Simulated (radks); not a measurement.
Task: Spherical quantum dot in the effective-mass picture: electrons in a parabolic well V = omega^2 r^2 / 2 with omega = 0.198, with a point charge +1 (a donor) at the centre, all in effective atomic units (hartree* = m*/eps^2 hartree, bohr* = eps/m* bohr), one dielectric constant everywhere. Calculated with a radial shooting solver with Libxc functionals: non-relativistic Kohn-Sham, exchange-only LDA, spin-polarised, spherical densities. Levels are named by radial order and angular momentum (1s, 1p, 1d, 2s, ...), and open shells are averaged over m. Results are scaled to m* = 0.099 and eps = 13.6, for which hartree* = 14.56 meV and bohr* = 7.27 nm. At N = 28 the configuration is 1s2 1p6 1d10 2s2 1f(up 7, down 1). Does electron 29 go into 2p up or 1f down or 2p down?

Result: Into 1f down. The total energies of the other choices lie higher by 0.0996 meV (2p up), 0.305 meV (2p down).
